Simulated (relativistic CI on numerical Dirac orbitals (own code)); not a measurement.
**Fe5+ (3d3) in a crystal field**

Calculated by Dirac-Coulomb-Breit CI, KLI orbitals optimised for each configuration, a model potential for QED, one configuration in a parametric crystal field, unscaled Slater integrals (own radial code). With so little scaling, terms lie 10 to 35 % too far apart, which can change the order of excited levels.

Field parameters in Wybourne normalisation: Td as Oh with Dq negative (B⁴₀ = 21Dq, B⁴₄ = √(5/14) B⁴₀). The field is a parameter set, without covalency.

S is read from ⟨S²⟩ = S(S + 1).

Levels (cm⁻¹, degeneracy): 0 (4), 92 (2), 727 (4), 1152 (2), 7456 (2), 7530 (4), 7826 (2), 7872 (4), 16157 (4), 19045 (4), 24911 (2), 24941 (2).

**Question.** Which field gives this pattern?
A. Td, 10Dq = -14250 cm⁻¹
B. Td, 10Dq = -19000 cm⁻¹
C. Td, 10Dq = -8450 cm⁻¹

**Answer.** C. Td, 10Dq = -8450 cm⁻¹, ground level with S = 1.50.
